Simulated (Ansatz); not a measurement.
```yaml
crystal:
  periodic: [false, false, false]
  atoms:
    - {symbol: B, position_ang: [-0.862819, 0.394584, -0.589861]}
    - {symbol: O, position_ang: [-0.587699, 0.273535, 0.935284]}
    - {symbol: C, position_ang: [0.520298, -0.239662, 0.444490]}
    - {symbol: O, position_ang: [0.496249, -0.176595, -0.958646]}
    - {symbol: H, position_ang: [-1.883306, 0.845470, -1.080206]}
    - {symbol: H, position_ang: [0.823520, -1.433460, 0.622812]}
    - {symbol: H, position_ang: [1.382348, 0.155792, 0.799836]}
basis:
  gaussian: {orbitals: aug-cc-pVDZ}
total_charge: 1
magnetization: {spin_polarized: true, initial_magnetization: 1}
hamiltonian: {xc: {name: HF}}
correlation: {active_space: {window: {electrons: 2, orbitals: 1}}}
accuracy: high
output: {forces: true}
```

```sh
$ ansatz run in.yaml --threads 2 --pin off --events-out ev --progress --plain --max-ram 4352MiB
```

How does Ansatz answer? (An estimate is asked.)

Computed: The input was rejected before any iteration.
```
Error: invalid value for `correlation.active_space`: it starts from restricted Hartree–Fock orbitals; set hamiltonian.xc: hf without magnetization.spin_polarized
```
